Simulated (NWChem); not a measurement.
# C₂H₂I₂; SMILES C(/I)=C/I

def2 effective core potentials on I; no spin-orbit coupling.

**Question.** Give the equilibrium geometry at PBE0/def2-SVP with def2 effective core potentials on I (NWChem) as a list of bonds and angles, with the point group.

**Answer.** point group C2v; any orientation.
Bonds (Å): I1–C2 2.079, C2–C3 1.331, C2–H5 1.094, C3–I4 2.079, C3–H6 1.094. Bond angles (°): I1–C2–C3 127.1, I1–C2–H5 113.1, C3–C2–H5 119.8, C2–C3–I4 127.1, C2–C3–H6 119.8, I4–C3–H6 113.1.
